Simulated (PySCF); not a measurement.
Exercise with solution: chemical shift, span and skew from a shielding tensor

Si(H)(SH) (H₂SSi), SMILES S[SiH] (connectivity only; charge and spin as stated), neutral, multiplicity 1. Atoms are numbered in the order given.

```xyz
4

Si     0.1192     1.1340     0.0000
H     -1.4156     1.2448     0.0000
S     -0.0926    -0.9889     0.0000
H      1.2297    -1.2975     0.0000
```
Charge 0, spin multiplicity 1.

The structure is a stationary point at PBE-D3(BJ)/def2-TZVP.

GIAO shieldings from PySCF with PBE0/pcSseg-2, non-relativistic, no solvent. The symmetric part of the tensor of Si1 has the principal values -874.0, 8.3, 450.2 ppm. The same nucleus in TMS has σ = 341.9 ppm at this level (PySCF, at its B3LYP-D3(BJ)/def2-TZVP geometry).

Work out the isotropic shielding, the ²⁹Si shift against TMS, the span and the skew.


σ(iso) = (σ11 + σ22 + σ33)/3 = -138.5 ppm. δ = σ(ref) − σ(iso) = 341.9 − (-138.5) = 480.4 ppm.
Span Ω = σ33 − σ11 = 1324.2 ppm. Skew κ = 3(σ(iso) − σ22)/Ω = -0.33. Tumbling in solution averages the tensor to δ; in a static solid the shielding alone would spread this spin-1/2 line over Ω.
